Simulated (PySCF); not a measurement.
4H-1,3,5-oxadiazine (C3H4N2O), SMILES C1=NCN=CO1. Geometry: PBE-D3(BJ)/def2-SVP. The values are those of a single conformer.

Q: Give the equilibrium geometry at PBE-D3(BJ)/def2-SVP (PySCF confirms it by a frequency run) as a Z-matrix, and its point group. (An estimate is asked for; the answer gives what the named calculation found.)

A: One answer among several that fit: point group C2v.
```
C
H 1 1.1141
H 1 1.1141 2 105.04
N 1 1.4598 2 108.49 3 -115.85
C 4 1.2668 1 117.68 2 -123.20
O 5 1.3885 4 126.81 1 0.00
C 6 1.3885 5 113.84 4 0.00
N 7 1.2668 6 126.81 5 0.00
H 7 1.1050 8 123.00 1 180.00
H 5 1.1050 4 123.00 1 180.00
```
